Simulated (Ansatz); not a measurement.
A run for Ansatz (a program for electronic structure): U-CCSD(T)/cc-pV(D+d)Z on FHSi (SMILES F[SiH]), a point of a bond scan (R = 4.374 Å). Files ending in .json are basis or fitting sets from the Basis Set Exchange.

Ansatz 0.2 input:
```yaml
crystal:
  periodic: [false, false, false]
  atoms:
    - {symbol: Si, position_ang: [-0.20727404, -0.34538525, 0.44957300]}
    - {symbol: H, position_ang: [-1.00310898, -1.19489806, -0.55576776]}
    - {symbol: F, position_ang: [1.52384954, 2.39624240, -2.48575039]}
basis:
  gaussian:
    orbitals: cc-pV_D+d_Z.json
correlation: {method: ccsd_t, electrons: outside_noble_gas}
scf: {omitted_lower_state_checks: [cluster_reference]}
magnetization: {spin_polarized: true, initial_magnetization: 0}
```

Problem. What total energy does the run end on?

Solution. -389.0509 hartree (reference determinant -388.8066, T1 diagnostic 0.011). Its determinant has ⟨S²⟩ = 1.02, a mixture of spin states.

Problem. How many basis functions does it have, and what does it roughly cost on one machine?

Solution. 42 functions; very roughly 8 core-seconds.
